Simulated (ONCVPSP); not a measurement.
Pseudopotential generation for rhodium (Rh): ONCV, LDA (Perdew-Wang 92), scalar-relativistic.

ONCVPSP 4.0.1 input, shortened (lines: element, Z, core and valence counts, functional; n l f; lmax; l rc ep ncon nbas qcut; lloc lpopt rc5 dvloc0; l nproj debl; icmod fcfact rcfact), LDA (Perdew-Wang 92), scalar-relativistic:

```
  Rh 45.00    6    5  -001012      upf
    1    0    2.00
    2    0    2.00
    2    1    6.00
    3    0    2.00
    3    1    6.00
    3    2   10.00
    4    0    2.00
    4    1    6.00
    4    2    8.00
    5    0    0.50
    5    1    0.50
    2
    0    1.75    0.00    5    8    7.00
    1    1.90    0.00    5   10    5.70
    2    2.10    0.00    4    8    6.60
    4    5    1.15    6.00
    0    2    2.70
    1    2    1.50
    2    2    2.20
    0    0.00    0.00
```

All-electron outer shells of the reference configuration (LDA (PZ), scalar-relativistic, ld1.x):

| shell | level (eV) | outermost node (bohr) | outermost maximum (bohr) |
| --- | --- | --- | --- |
| 3p | -483.43 | 0.15 | 0.34 |
| 3d | -301.88 | – | 0.29 |
| 4s | -83.45 | 0.47 | 0.88 |
| 4p | -51.44 | 0.47 | 0.94 |
| 4d | -7.02 | 0.46 | 1.15 |
| 5s | -5.22 | 1.19 | 2.60 |
| 5p | -1.49 | 1.35 | 3.69 |

Task: Estimate the cutoffs (Ha) at which the residual kinetic energy of the hardest occupied pseudo-wave falls to 1 and 0.1 mHa per electron.

Result: 20 Ha and 24 Ha.

Task: Does the potential have ghost states?

Result: No bound ghost flagged; no localised positive-energy state flagged.

Its largest configuration-test error is -313 meV (4s1 4p6 4d8 5s1 5p0). 1 of 4 tests not solved or not reliable.
